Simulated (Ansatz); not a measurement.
```yaml
crystal:
  periodic: [false, false, false]
  atoms:
    - {symbol: B, position_ang: [-0.672255, 0.579370, -0.175470]}
    - {symbol: S, position_ang: [1.171840, 1.342548, 1.017776]}
    - {symbol: C, position_ang: [0.844306, -0.292569, 0.599802]}
    - {symbol: C, position_ang: [0.176309, -1.077225, -0.104710]}
    - {symbol: H, position_ang: [-0.242874, 1.108376, -1.262873]}
    - {symbol: H, position_ang: [-1.292798, 0.546546, 0.533991]}
    - {symbol: H, position_ang: [0.065544, -2.093237, -0.445172]}
basis:
  gaussian: {orbitals: cc-pVTZ}
hamiltonian: {xc: {name: B97M-V}}
relax: {f_tol: 0.0001, max_steps: 2}
output: {forces: true}
```

```sh
$ ansatz run in.yaml --threads 2 --pin off --events-out ev --progress --plain --max-ram 4352MiB
```

Output, abridged:

```
Functional definition: B97M-V
988 factors; their error is unknown
mean field evaluation 1: about -13619.4358 eV, gradient 6.1e1 eV
mean field evaluation 2: about -13580.8354 eV, gradient 1.2e2 eV
mean field evaluation 4: about -13627.3887 eV, gradient 2.9e1 eV
mean field evaluation 8: about -13629.4259 eV, gradient 2.6e-1 eV
mean field evaluation 16: about -13629.3971 eV, gradient 5.2e-4 eV
mean field -13629.39710857 eV, -500.8711054026 hartree, gradient 6.7e-5 eV, S^2 0.000000; 0 other end points of the search recorded, 0 dependent functions left out
reference -13629.39715877 eV, -500.8711072477 hartree; 18, 18 occupied and 148, 148 virtual orbitals, 988 factors
relax step   1: F+E_penalty+E_count = -13629.39710857 eV  Δ(F+E_penalty+E_count) = +0.000e0 eV  max|allowed force component| = 1.021e1 eV/Å  Δτ_max = 0.0000 Å  (33 SCF iters, accepted)
988 factors; their error is unknown
mean field -13630.85810263 eV, -500.9247959444 hartree, gradient 4.5e-5 eV, S^2 0.000000; 0 other end points of the search recorded, 0 dependent functions left out
reference -13630.85815321 eV, -500.9247978028 hartree; 18, 18 occupied and 148, 148 virtual orbitals, 988 factors
relax step   2: F+E_penalty+E_count = -13630.85810263 eV  Δ(F+E_penalty+E_count) = -1.461e0 eV  max|allowed force component| = 2.759e0 eV/Å  Δτ_max = 0.1949 Å  (42 SCF iters, accepted)
Error: geometry relaxation did not converge after 2 steps: max|allowed force component| = 2.76e0 eV/Å (threshold 1.0e-4). Raise `relax.max_steps` over both its present limit and 2, loosen `relax.f_tol`, or start from a geometry closer to equilibrium. Where this run's directory can be resumed (`checkpoint.write`), a resume goes on for up to `relax.max_steps` more
```

Q: What is wrong with this run?

A: The relaxation is allowed too few steps for its threshold. The calculation stopped without meeting its thresholds.
